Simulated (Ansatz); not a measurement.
`[F][GeH]([Cl])[Br]` at its PBE0-D4/def2-TZVP geometry, where that method's forces vanish. The species carries charge 0 and has multiplicity 1.

```json
{"atom": "F1", "x (Å)": "-1.6935", "y (Å)": "-0.0262", "z (Å)": "0.3667"}
{"atom": "Ge2", "x (Å)": "-0.0479", "y (Å)": "-0.0236", "z (Å)": "-0.1374"}
{"atom": "Cl3", "x (Å)": "0.6653", "y (Å)": "1.9511", "z (Å)": "0.1595"}
{"atom": "Br4", "x (Å)": "1.0616", "y (Å)": "-1.4705", "z (Å)": "1.2166"}
{"atom": "H5", "x (Å)": "0.0145", "y (Å)": "-0.4308", "z (Å)": "-1.6054"}
```

(1) For each bond, give half the difference of the two atoms' forces along it (eV/Å; positive pushes the atoms apart) under PBE-D4, r2SCAN-D4, B3LYP-D4, ωB97M-V in def2-TZVPP. (An estimate is asked.)

Results:

(1) Ansatz gave: 
```json
{"bond": "F1–Ge2", "length (Å)": "1.721", "PBE-D4": "0.58", "r2SCAN-D4": "0.04", "B3LYP-D4": "0.27", "ωB97M-V": "0.10"}
{"bond": "Ge2–Cl3", "length (Å)": "2.120", "PBE-D4": "0.20", "r2SCAN-D4": "0.05", "B3LYP-D4": "0.23", "ωB97M-V": "0.03"}
{"bond": "Ge2–Br4", "length (Å)": "2.271", "PBE-D4": "0.14", "r2SCAN-D4": "0.04", "B3LYP-D4": "0.20", "ωB97M-V": "-0.03"}
{"bond": "Ge2–H5", "length (Å)": "1.525", "PBE-D4": "-0.03", "r2SCAN-D4": "-0.07", "B3LYP-D4": "-0.15", "ωB97M-V": "-0.16"}
```

B3LYP here is the variant with VWN-RPA as its local correlation; programs differ in this.
